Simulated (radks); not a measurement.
Values are calculated unless marked as measured or tabulated.
Species: In III. Configuration: [Kr] 4d10 5s1.

Code: a radial shooting solver on a logarithmic mesh with Libxc functionals. Model: scalar-relativistic Kohn-Sham, PBE, spin-polarised, spherical densities, finite nucleus; open shells are filled with parallel spins first (spin-orbit coupling, left out, can overturn this in heavy ions); Fermi nuclear charge, rms radius 4.6156 fm.

Energy parts (eV):
total: -160019.265
kinetic: 166781.660
electron-nucleus: -386069.841
Hartree: 63597.331
exchange-correlation: -4328.414

Orbitals (lengths in bohr, moments of r in powers of bohr):
orbital  occ.  eigenvalue (eV)      <r>      <r^4>
1s up       1        -27770.97  0.02971  3.718e-06
1s down     1        -27770.93  0.02971  3.718e-06
2s up       1        -4173.480   0.1285  0.0006514
2s down     1        -4173.469   0.1285  0.0006514
2p up       3        -3747.883   0.1122  0.0004679
2p down     3        -3747.868   0.1122  0.0004679
3s up       1        -806.5788   0.3486    0.02950
3s down     1        -806.5481   0.3486    0.02950
3p up       3        -667.1837   0.3471    0.03133
3p down     3        -667.1527   0.3471    0.03133
3d up       5        -450.7479   0.3244    0.02899
3d down     5        -450.7225   0.3243    0.02899
4s up       1        -137.7225   0.8483     0.9938
4s down     1        -137.6595   0.8479     0.9898
4p up       3         -96.2175   0.9220      1.480
4p down     3         -96.1248   0.9208      1.467
4d up       5         -36.6490    1.170      4.974
4d down     5         -36.3653    1.160      4.769
5s up       1         -24.1502    2.336      56.97
5s down     0         -23.0975    2.331      56.40

The highest occupied level is 5s up at -24.150 eV. Spin moment in Bohr magnetons: 1. For comparison, the ionisation energy in NIST's Atomic Spectra Database is 28.044 eV (measured). In exact Kohn-Sham theory the highest level is minus the ionisation energy, but local and semilocal functionals leave it too shallow, through self-interaction and a potential that decays too fast; potentials with the right tail come closer. The spin density at the nucleus is 39.04 e/bohr^3 (1s 0.17, 2s 0.08, 3s -0.02, 4s -0.11, 5s 38.91). The electron density at the nucleus is 1.795e+05 e/bohr^3 (large components only).
